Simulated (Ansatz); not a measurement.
A nudged elastic band was laid between two geometries of C2H5ClSi (9 atoms, charge 0, multiplicity 1).

Computed with RKS PBE-D4/def2-SVP (Ansatz).

| Property | Result |
| --- | --- |
| movable images | 5 |
| climbing image | yes |
| spring | 5.0 eV/Å² |
| optimiser | quadratic models (default) |
| start path | IDPP |
| force threshold | 0.05 eV/Å |
| iteration limit | 60 |
| end points | relaxed |

First end point:

```xyz
9
Properties=species:S:1:pos:R:3
C -0.416 1.350 -1.137
Si 0.481 0.035 -0.488
C 0.035 -0.791 1.154
Cl -0.292 -2.553 0.867
H -0.151 1.822 -2.096
H -1.293 1.771 -0.620
H 1.663 -0.575 -1.170
H -0.876 -0.333 1.588
H 0.850 -0.726 1.902
```

Last end point:

```xyz
9
Properties=species:S:1:pos:R:3
C 0.399 1.628 -0.690
Si 0.162 -0.075 -0.663
C -0.525 -0.982 0.846
Cl 0.684 -2.217 1.403
H 0.804 2.149 -1.571
H 0.154 2.265 0.174
H 0.501 -0.974 -1.807
H -1.469 -1.521 0.631
H -0.710 -0.274 1.678
```

Which bonds break or form, and what moves?

No bond is made or broken. The dihedral C1–Si2–C3–Cl4 goes from 121 to -121°. The two ends are copies of one structure, up to a mirror image or an exchange of like atoms.

What energy profile does the band end with?

The run converged. The highest image is number 3 of 0 to 6, 0.059 eV above the ends, which have the same energy within 2 meV. A vibrational analysis at the climbing image gives one clearly imaginary mode, 78i cm⁻¹: a first-order saddle point.

```tsv
image	path coordinate (Å)	energy (eV)	dihedral C1–Si2–C3–Cl4 (°)
0	0.00	0.000	121
1	0.61	0.014	142
2	1.22	0.044	161
3	1.82	0.059	-180
4	2.43	0.043	-161
5	3.03	0.014	-142
6	3.63	0.000	-121
```

What is the geometry of the highest image?


```xyz
9
Properties=species:S:1:pos:R:3
C 0.000 1.599 -0.907
Si 0.311 -0.062 -0.591
C -0.243 -0.925 1.017
Cl 0.253 -2.658 1.024
H 0.325 2.081 -1.842
H -0.540 2.246 -0.197
H 1.033 -0.959 -1.543
H -1.345 -0.884 1.133
H 0.205 -0.437 1.906
```

What are the harmonic wavenumbers there?

78i, 152, 243, 271, 564, 596, 688, 704, 718, 745, 822, 970, 1055, 1137, 1311, 1364, 2222, 3003, 3068, 3085, 3187 cm⁻¹.

The band took 5 iterations and of the order of 60 core-seconds.

The run took 64 s on 1 thread of Arm Neoverse V2 (shared host), peak memory 0.12 GiB.
